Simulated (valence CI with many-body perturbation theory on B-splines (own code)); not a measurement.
**Which ion has this spectrum?**

A relativistic CI+MBPT calculation for an atom or ion with 14 electrons gives these levels (eV):

```
J  Parity       E     g
0    even    0.00      
1    even   40.58  1.50
2    even   46.00  1.21
2    even   90.52  1.28
0    even  102.67      
2     odd  124.65  1.70
1     odd  141.94  0.90
2     odd  161.20  1.46
2     odd  165.58  0.82
3     odd  170.32  1.31
0     odd  182.95      
1     odd  184.68  1.17
2     odd  187.93  1.04
3     odd  189.85  1.12
```

The energies are calculated, and their last digits are not significant.

**Question.** Which is it?
A. In35+
B. Ag33+
C. Cd34+
D. Sn36+

**Answer.** C. Cd34+, ground level (3s^2 3p1/2^2) J=0.
